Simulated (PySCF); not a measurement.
C2H2N3, SMILES C1=NC=N[N]1, multiplicity 2.

Geometry optimised at PBE0-D3(BJ)/def2-SVP. The isomer is the one that the SMILES or the coordinates give; other isomers of the formula were not compared.

Level of theory: PySCF with TDA-LC-ωPBE/def2-SVPD.

Vertical excitations. Gas-phase values at a fixed geometry.

Computed excitation energies, oscillator strengths and character:
```csv
state,energy (eV),λ (nm),f,main pairs
root 1,0.20,6088,0.000,β HOMO→LUMO 97 %
root 2,1.66,746,0.000,β HOMO−1→LUMO 97 %
root 3,2.04,607,0.000,β HOMO−2→LUMO 97 %
root 4,3.74,332,0.000,β HOMO−3→LUMO 94 %
root 5,5.17,240,0.003,"α HOMO→LUMO+1 82 %, β HOMO→LUMO+4 11 %"
root 6,5.62,221,0.010,"α HOMO−3→LUMO+1 23 %, α HOMO−2→LUMO 8 %, β HOMO−5→LUMO 61 %"
root 7,5.76,215,0.003,β HOMO−4→LUMO 96 %
root 8,6.07,204,0.004,"α HOMO−1→LUMO 84 %, β HOMO−1→LUMO+3 9 %"
root 9,6.45,192,0.000,"α HOMO→LUMO 74 %, α HOMO−1→LUMO+1 13 %"
root 10,6.71,185,0.002,"α HOMO−3→LUMO 55 %, α HOMO−2→LUMO+1 18 %, β HOMO−2→LUMO+3 20 %"
```
Unrestricted roots are not spin-pure.
